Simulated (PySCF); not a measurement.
SMILES ClI (ICl), singlet (CAM-B3LYP/def2-SVP optimised geometry):

```
2

I     -1.180     0.000     0.000
Cl     1.180     0.000     0.000
```

Computed with PySCF with CAM-B3LYP/def2-TZVP, def2 effective core potentials past Kr.

Task: What are the frontier orbital energies and the dipole moment?

Result: HOMO-2 -11.67 eV, HOMO-1 -9.16 eV, HOMO -9.16 eV, LUMO -2.60 eV, LUMO+1 4.62 eV; dipole moment 1.34 D.

On the same geometry PBE/def2-TZVP, def2 effective core potentials past Kr in PySCF 2.14.0 gives HOMO-2 -8.77 eV, HOMO-1 -6.65 eV, HOMO -6.65 eV, LUMO -4.57 eV, LUMO+1 2.96 eV; dipole moment 1.16 D.
